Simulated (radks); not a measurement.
Values are calculated unless marked as measured or tabulated.
Species: S2+. Configuration: [Ne] 3p4 (not the ground configuration).

Code: a radial shooting solver on a logarithmic mesh with Libxc functionals. Model: non-relativistic Kohn-Sham, LDA (Slater exchange, Perdew-Wang correlation), spin-unpolarised, spherical densities, point nucleus.

Energy parts (hartree):
total: -394.62598
kinetic: 393.84920
electron-nucleus: -927.14316
Hartree: 162.01564
exchange-correlation: -23.34765

Orbitals (lengths in bohr, moments of r in powers of bohr; <r^-3> diverges for s and p1/2):
| orbital | occ. | eigenvalue (hartree) | <r^-3> |
|---|---|---|---|
| 1s | 2 | -88.84640 | - |
| 2s | 2 | -8.73066 | - |
| 2p | 6 | -6.78304 | 80.53 |
| 3p | 4 | -1.07040 | 7.854 |

The highest occupied level is 3p at -29.127 eV. The electron density at the nucleus is 2636 e/bohr^3. The density falls to 0.001 e/bohr^3 at r = 3.50 bohr. Virial ratio -V/T = 2.00197.
